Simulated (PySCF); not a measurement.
Spectrum to structure. Level of theory: TDDFT PBE0/def2-SVPD, vertical, gas phase, core orbitals frozen in the response in PySCF. Geometries: GFN2-xTB, one conformer each.

| state | E (eV) | f |
| --- | --- | --- |
| S1 | 4.16 | 0.0000 |
| S2 | 5.90 | 0.0056 |
| S3 | 6.14 | 0.0089 |
| S4 | 6.76 | 0.013 |
| S5 | 6.82 | 0.0023 |
| S6 | 7.67 | 0.010 |

Triplets computed (Tamm–Dancoff): 3.52, 5.43 eV.

Orbital energies (eV): HOMO-3 -10.79, HOMO-2 -9.85, HOMO-1 -8.81, HOMO -8.27, LUMO -1.79, LUMO+1 -0.45, LUMO+2 0.51.

Task: Which structure fits?
A. `CC(=O)n1ccnc1`
B. `O=C[C@@H]1CC(=O)O1`
C. `NC[C@H]1CC=NCC1`
D. `C=NCOCC#N`

Result: B. Its S1, at 4.16 eV, is the lowest among the candidates; the nearest of the others has S1 at 4.83 eV. S1 is HOMO→LUMO (97%). S1 has the pattern of n→π* at C=O. At the same level the other candidates give, for their lowest levels:
- `NC[C@H]1CC=NCC1`: 4.91 eV (f 0.003); 6.25 eV (f 0.004); 6.37 eV (f 0.010); 6.41 eV (f 0.009); 6.76 eV (f 0.005); T1 4.14 eV; HOMO -6.62, LUMO 0.19 eV
- `C=NCOCC#N`: 5.01 eV (f 0.001); 6.25 eV (f 0.004); 7.07 eV (f 0.002); 7.09 eV (f 0.001); 7.14 eV (f 0.005); T1 4.21 eV; HOMO -7.57, LUMO -0.61 eV
- `CC(=O)n1ccnc1`: 4.83 eV (f 0.006); 4.83 eV (f 0.036); 5.34 eV (f 0.000); 6.27 eV (f 0.178); 6.58 eV (f 0.009); T1 3.60 eV; HOMO -7.26, LUMO -1.52 eV

Shape of the structure used: `[O:1]=[CH:2][C@@H:3]1[CH2:4][C:5](=[O:6])[O:7]1`: O1–C2–C3–C4 -90°.
